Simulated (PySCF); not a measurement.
Can point charges reproduce the dipole moment of `C=C[Si]1(S)CC1`?

Coordinates (GFN2-xTB, Å) and charges (e) from the PBE0/pcSseg-1 density (PySCF):

| atom | x | y | z | Mulliken | IAO | Hirshfeld | ESP-fitted |
| --- | --- | --- | --- | --- | --- | --- | --- |
| C1 | 2.356 | -0.695 | 0.297 | -0.1345 | -0.2652 | -0.0721 | -0.6029 |
| C2 | 1.746 | 0.356 | -0.229 | -0.4838 | -0.4162 | -0.1322 | +0.0717 |
| Si3 | -0.105 | 0.568 | -0.305 | +0.8378 | +0.8779 | +0.3249 | +0.0791 |
| S4 | -0.582 | 2.452 | -1.247 | -0.3833 | -0.3042 | -0.1411 | -0.3569 |
| C5 | -1.338 | -0.851 | -0.433 | -0.4800 | -0.5456 | -0.1780 | -0.3017 |
| C6 | -1.331 | -0.139 | 0.939 | -0.4835 | -0.5416 | -0.1767 | -0.4454 |
| H7 | 3.431 | -0.784 | 0.317 | +0.1268 | +0.1576 | +0.0550 | +0.2076 |
| H8 | 1.805 | -1.512 | 0.733 | +0.1188 | +0.1471 | +0.0519 | +0.2968 |
| H9 | 2.337 | 1.155 | -0.657 | +0.1428 | +0.1654 | +0.0488 | +0.1632 |
| H10 | -1.873 | 2.414 | -0.965 | +0.1565 | +0.1095 | +0.0615 | +0.2639 |
| H11 | -2.247 | -0.756 | -1.010 | +0.1471 | +0.1551 | +0.0397 | +0.1388 |
| H12 | -0.984 | -1.872 | -0.428 | +0.1440 | +0.1530 | +0.0392 | +0.1346 |
| H13 | -2.235 | 0.397 | 1.195 | +0.1463 | +0.1534 | +0.0396 | +0.1779 |
| H14 | -0.981 | -0.733 | 1.771 | +0.1447 | +0.1538 | +0.0397 | +0.1733 |

Q: Compute μ = Σ q r for each scheme (1 e·Å = 4.803 D) and compare with the dipole of the full density.

A: The full density gives (0.15, -1.26, 0.81) D, 1.51 D in size; dipole vectors point from the negative to the positive end.

| scheme | μx | μy | μz | size (D) | share of the full size (%) | angle to the full dipole (°) |
| --- | --- | --- | --- | --- | --- | --- |
| Mulliken | 0.04 | -1.11 | 0.72 | 1.33 | 88 | 4 |
| IAO | 0.86 | -0.08 | 0.16 | 0.88 | 58 | 74 |
| Hirshfeld | 0.70 | -0.08 | 0.10 | 0.72 | 48 | 75 |
| ESP-fitted | 0.11 | -1.28 | 0.87 | 1.55 | 103 | 2 |

Q: Which set comes closest?

A: Length of the difference vector: ESP-fitted 0.07 D, Mulliken 0.21 D, Hirshfeld 1.48 D, IAO 1.52 D. Closest: ESP-fitted. ESP charges are fitted to the potential around the molecule, whose slowest-falling term is the dipole's. 

Q: What is left for the Hirshfeld atoms' own dipoles?

A: The shares of the density sum to the whole, so what Σ q r misses lies in dipoles about the nuclei. The atomic dipoles sum to (0.15, -1.26, 0.81) − (0.70, -0.08, 0.10) = (-0.55, -1.18, 0.71) D, 1.48 D in size.

Q: With the origin at the mean of the coordinates, (0.000, 0.000, -0.002) Å, which are the largest single terms, by size, of the Hirshfeld dipole along the direction of the full one?

A: S4 +1.88, Si3 -1.01, H10 -0.81, H8 +0.46, C6 -0.41 D; all 14 atoms together +0.19 D. The single terms depend on the origin, their sum doesn't.

Q: Give the size of the full dipole in other units.

A: 1.51 D = 0.592 au = 0.313 e·Å = 5.02 × 10⁻³⁰ C·m.

One conformer (not necessarily the lowest) at the GFN2-xTB geometry, without solvent, vibrations or thermal averaging.

The run behind these numbers computed NMR shieldings as well. The run took 54 s on one thread of an Intel Xeon at 2.50 GHz, no GPU, shared host, and the process peaked at 0.74 GiB of memory.

Shape of the structure used: `[CH2:1]=[CH:2][Si:3]1([SH:4])[CH2:5][CH2:6]1`: C1–C2–Si3–S4 180°, H–S4–Si3–C2 -171°.
